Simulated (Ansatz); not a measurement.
Geometry optimisation, Ansatz, RKS BHLYP/def2-SVP.

Input:

```yaml
crystal:
  periodic: [false, false, false]
  atoms:
    - { symbol: W, position_ang: [0.0, 0.0, 0.0] }
    - { symbol: H, position_ang: [0.0, 0.0, 2.07] }
    - { symbol: H, position_ang: [1.72, 0.0, 0.0] }
    - { symbol: H, position_ang: [0.0, 1.72, 0.0] }
    - { symbol: H, position_ang: [-1.72, 0.0, 0.0] }
    - { symbol: H, position_ang: [0.0, -1.72, 0.0] }
    - { symbol: H, position_ang: [0.0, 0.0, -1.72] }
    - { symbol: Cl, position_ang: [1.7678, 1.8416, 0.8482] }
    - { symbol: H, position_ang: [0.7133, 0.743, 2.0759] }
basis:
  gaussian: { orbitals: def2-SVP }
hamiltonian:
  xc: { name: BHLYP }
relax:
  f_tol: 0.15
  max_steps: 25
  restrain:
    - { distance: [0, 7], at: 2.39, k: 30.0 }
    - { distance: [8, 1], at: 0.66, k: 30.0 }
    - { distance: [0, 1], at: 2.92, k: 30.0 }
    - { distance: [8, 7], at: 2.57, k: 30.0 }
```

Command:

```bash
$ ansatz run input.yaml --threads 1 --pin off --max-ram 2048MiB --backend cpu --events-out ev --progress --plain --runs-dir out
```

**Question.** Where does it end, and by what steps?

**Answer.** The forces met the threshold. The restraints hold the end off the free minimum. After 9 steps the energy has fallen by 6.830 eV (the restraints' own energy left out); H4 moved furthest, 0.86 Å. Parted: W1–H2 (2.07 → 2.92 Å). Joined: H2–H9 (1.03 → 0.72 Å).

```tsv
step	energy less start (eV)	largest force component (eV/Å)	accepted
0	0.0000	3.820	yes
1	-1.4911	3.079	yes
2	-2.6792	4.398	yes
3	-4.0323	5.843	yes
4	-5.4623	5.061	yes
5	-6.3513	3.260	yes
6	-6.7781	1.001	yes
7	-6.7940	0.967	yes
8	-6.8371	0.923	yes
9	-6.8302	1.072	yes
```

```xyz
9
Properties=species:S:1:pos:R:3
W 0.238 0.251 -0.388
H 0.198 0.200 2.527
H 1.383 -0.643 0.403
H -0.674 1.380 0.403
H -1.362 -0.130 -0.022
H -0.110 -1.351 -0.002
H 0.331 0.342 -2.091
Cl 1.837 1.883 0.260
H 0.639 0.651 2.185
```

Run time: 45 s on 1 thread of Arm Neoverse V2, on a shared host, peak memory 0.17 GiB.
